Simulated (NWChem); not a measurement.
Species: GaHBrCl; SMILES [Cl][GaH][Br]

```xyz
4

Ga    -0.6401    -0.5017     0.0000
H     -2.1734    -0.7202     0.0000
Cl     0.7243    -2.1491     0.0000
Br     0.3090     1.5671     0.0000
```
Atoms are numbered in this order, from 1.

Level: PBE0/def2-SVP (NWChem), optimised geometry, unscaled harmonic frequencies. This build's default masses of Se (78.918 u) and Br (79.917 u) are each other's, which moves their modes by up to 0.6 %.

Problem. List the harmonic frequencies with IR intensities, and the thermochemistry.

Solution. 
| frequency (cm⁻¹) | IR intensity (km/mol) |
|---|---|
| 116 | 4.6 |
| 312 | 29.2 |
| 435 | 40.5 |
| 438 | 77.5 |
| 606 | 107.0 |
| 2060 | 92.9 |

The zero-point energy comes out as 5.7 kcal/mol and the thermal correction to the enthalpy at 298.15 K (with zero-point energy) is 9.2 kcal/mol. The heat capacity Cv is 13.4 cal/(mol K). The entropy at 298.15 K and 1 atm (symmetry number 1) is 75.7 cal/(mol K). The dipole moment comes out as 1.56 D.

Rigid rotor and harmonic oscillator.
